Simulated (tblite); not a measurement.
Compound: C4H12OSi2.
Numbering: `[CH3:1][SiH:2]([CH3:3])[SiH2:4][CH2:5][CH:6]=[O:7]` (hydrogens: H8, H9, H10 on C1; H11 on Si2; H12, H13, H14 on C3; H15, H16 on Si4; H17, H18 on C5; H19 on C6)

Computed geometry: GFN2-xTB, gas phase.

Question: What internal coordinates does the optimisation give?

Answer: 
```
                  bond  length (bohr)
        C1–Si2, Si2–C3          3.600
               Si2–Si4          4.400
                Si4–C5          3.662
                 C5–C6          2.766
                 C6=O7          2.282
C1–H8 and 5 like bonds          2.053
               Si2–H11          2.791
      Si4–H15, Si4–H16          2.782
        C5–H17, C5–H18          2.053
                C6–H19          2.096
```

Bonds in one row agree within 0.02 bohr and their mean is given. A selection of angles:
```
      angle  degrees
  Si2–C1–H8    110.3
  Si2–C1–H9    111.6
   H8–C1–H9    107.7
  C1–Si2–C3    108.4
 C1–Si2–Si4    111.5
 C1–Si2–H11    109.1
 C3–Si2–Si4    108.7
 C3–Si2–H11    107.0
Si4–Si2–H11    112.0
 Si2–Si4–C5    108.7
Si2–Si4–H15    117.4
 C5–Si4–H15    102.7
 C5–Si4–H16    105.3
H15–Si4–H16    104.3
  Si4–C5–C6    106.2
 Si4–C5–H17    106.9
 Si4–C5–H18    110.7
  C6–C5–H17    110.8
 H17–C5–H18    110.2
   C5–C6–O7    125.3
  C5–C6–H19    114.4
  O7–C6–H19    120.1
```

Dihedral angles: C1–Si2–Si4–C5 -82° (synclinal); Si2–Si4–C5–C6 64° (synclinal); Si4–C5–C6–O7 -81° (synclinal). The mirror-image conformer, all signs reversed, is as good.

Of the pairs four or more bonds apart, O7···H8 is among the closest relative to their van der Waals radii: 2.50 Å, 92 % of the sum of Bondi's values. Si4 (SiH2 silicon) is distorted tetrahedral (angles from 102.7° to 117.4°). The 3 C–Si bonds span 1.903 Å (C1–Si2, drawn single) to 1.938 Å (Si4–C5, drawn single), a spread of 0.035 Å. Si2 (SiH silicon) is tetrahedral (angles from 107.0° to 112.0°).

Point group: C1 (no symmetry element, even within 0.4 Å). Its GFN2-xTB frequencies are all real (lowest 24 cm⁻¹). The numbers are those of one conformer. 3 starts were optimised and ended at 0.00, 0.93 and 1.46 kcal/mol (GFN2-xTB); the lowest of these is shown.
